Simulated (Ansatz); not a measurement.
Several settings on one geometry of Al₈As₈H₂₂, a nanocrystal cut from wurtzite AlAs (hydrogen-capped) (that of the charge 0 singlet, PBE-D4/def2-SVP). Ansatz on 2 threads of AMD EPYC 7R13 on a shared host and a share (18 GiB) of an NVIDIA H100 80GB HBM3; times are rough.

```xyz
38

Al    0.5341   -4.5082   -1.4634
As    0.5093   -4.2303    1.0805
As    0.5431   -2.0388   -1.9612
Al   -1.5580   -0.8974   -1.2815
Al    0.5355   -2.0117    2.2517
As   -1.3780   -0.7962    1.2226
As   -1.4944    1.4936   -1.9586
Al   -3.6340    2.7252   -1.4574
Al   -1.4719    1.4676    2.2543
As   -3.4085    2.5535    1.0859
Al    2.6586   -1.0026   -1.1959
As    2.4509   -0.7806    1.2736
As    2.3896    1.3798   -1.9606
Al    0.4625    2.8049   -1.1933
Al    2.7546    1.5880    2.1116
As    0.5515    2.5113    1.2760
H    -0.8726   -5.1620   -1.8595
H     1.9625   -5.1394   -1.8210
H    -0.6572   -5.0106    1.6771
H     1.6279   -5.0574    1.7049
H     0.5807   -1.9181   -3.4841
H    -2.8825   -1.6608   -1.7452
H     0.4937   -2.1297    3.8431
H    -2.6219   -1.5141    1.7397
H    -1.3722    1.4673   -3.4816
H    -4.9064    1.8405   -1.8594
H    -3.4602    4.2788   -1.8075
H    -1.5936    1.4890    3.8458
H    -4.6656    1.9254    1.6783
H    -3.5721    3.9323    1.7164
H     4.0121   -1.6627   -1.7262
H     3.6742   -1.5396    1.7825
H     2.3565    1.3620   -3.4869
H     3.7014    2.1361   -1.7857
H     0.5690    4.3075   -1.7221
H     2.7679    1.5944    3.7124
H     3.9068    2.2534    1.2082
H     0.5068    3.9496    1.7866
```

Totals from different functionals, basis sets or treatments of relativity can't be compared as stabilities.

The 6-31G sets use Cartesian d functions.

The spins typed aren't always the lowest for that charge.

(1) Give the basis size and estimate the energy, ⟨S²⟩ and time of these runs.

```tsv
run	method	charge	state	further keys
1	UKS B97M-V/def2-mTZVP	-1	doublet	fitting: {mean_field: def2-universal-jkfit}; point_charges: [{charge: 1.00, position_ang: [6.805, -0.456, 0.602]}]; scf: {omitted_lower_state_checks: [starts]}; forces asked
2	RKS PBE0-D3(BJ)-ATM/6-31G*	0	singlet	fitting: {mean_field: def2-universal-jkfit}; scf: {lower_state_search: full}; forces asked
3	UKS revPBE-D3(BJ)-ATM/def2-mTZVPP	0	triplet	fitting: {mean_field: def2-universal-jkfit}; scf: {omitted_lower_state_checks: [starts]}
```

Answers

(1) 
```json
{"run": "1", "functions": "530", "energy (Eh)": "-19836.4785", "⟨S²⟩": "0.75", "wall time": "17 s"}
{"run": "2", "functions": "476", "energy (Eh)": "-19834.7058", "⟨S²⟩": "–", "wall time": "6 s"}
{"run": "3", "functions": "574", "energy (Eh)": "-19838.2318", "⟨S²⟩": "2.00", "wall time": "7.5 s"}
```

The highest occupied level of an anion often lies above zero with these methods, and sets without diffuse functions describe the outer electron poorly.
